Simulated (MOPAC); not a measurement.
Diatomic HTe+, multiplicity 3 (lowest of 2S+1 = 1, 3, 5 at CCSD(T)/def2-TZVPP on PBE0 minima; our sources give no spin for the ground state, which may be another). No spin–orbit coupling.

Constants: fifth-degree fit in 1/R to seven points, most abundant isotopes. In def2 and cc sets the state is the lowest found near the PBE0 minimum, followed along R.

The state that PM7 reach isn't checked; PM7 holds dispersion and hydrogen-bond terms.

The values were computed with MOPAC for PM7 (differences of heats of formation). Values without a source in brackets are computed.

Energies at PM7:

```csv
R (Å),E (hartree)
1.553737,0.35913275
1.595504,0.34831678
1.633930,0.34190175
1.677368,0.33800339
1.720805,0.33699912
1.770926,0.33867436
1.829400,0.34351446
```

Question: With a reduced mass of 1.0001 u, find the minimum, the force constant and the constants.

Answer: A fifth-degree polynomial in 1/R puts the minimum at r_e = 1.7163 Å with force constant 544 N/m. Then ω_e = (1/2πc)√(k/μ) = 3039 cm⁻¹ and B_e = h/(8π²cμr_e²) = 5.722 cm⁻¹; the cubic and quartic terms give α_e = 0.13 and ω_e x_e = 58 cm⁻¹.
